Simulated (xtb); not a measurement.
Mo(F)2(OH)4 (F₂H₄MoO₄), SMILES [Mo]([F])([OH])([OH])([OH])([OH])[F], multiplicity 1. All values are semi-empirical tight-binding results from xtb (GFN2-xTB unless named), good for trends rather than for accurate numbers. Geometry: GFN2-xTB. The spin state was assumed, not searched. One conformer was computed; it need not be the lowest.

Optimised geometry:

Bonded distances (Å): Mo1–F2 1.832, Mo1–F3 1.832, Mo1–O4 1.769, Mo1–O6 1.769, Mo1–O8 1.758, Mo1–O10 1.758, O4–H5 0.959, O6–H7 0.959, O8–H9 0.957, O10–H11 0.957. Angles (°): F2–Mo1–F3 85.4, F2–Mo1–O4 86.9, F2–Mo1–O6 86.9, F2–Mo1–O8 89.7, F2–Mo1–O10 175.1, F3–Mo1–O4 86.9, F3–Mo1–O6 86.9, F3–Mo1–O8 175.1, F3–Mo1–O10 89.7, O4–Mo1–O6 171.5, O4–Mo1–O8 92.8, O4–Mo1–O10 92.8, O6–Mo1–O8 92.8, O6–Mo1–O10 92.8, O8–Mo1–O10 95.1, Mo1–O4–H5 157.8, Mo1–O6–H7 157.8, Mo1–O8–H9 171.5, Mo1–O10–H11 171.5.

For metal compounds this method's bond lengths and energies can be far off.

Question: Estimate the properties. (The exact figures need the calculation; the answer reports its results.)

Answer: 
- point group as xtb finds it = C2v
- orbital gap = 5.60 eV
- zero-point energy = 33.5 kcal/mol
- G − E(el) at 298.15 K (modified RRHO) = 12.4 kcal/mol

Computed atomic charges and the Wiberg bond orders between heavy atoms:
charges (e) Mo1 1.47, F2 -0.40, F3 -0.40, O4 -0.53, H5 0.36, O6 -0.53, H7 0.36, O8 -0.53, H9 0.36, O10 -0.53, H11 0.36. Bond orders Mo1–F2 0.90, Mo1–F3 0.90, Mo1–O4 1.17, Mo1–O6 1.17, Mo1–O8 1.18, Mo1–O10 1.18.
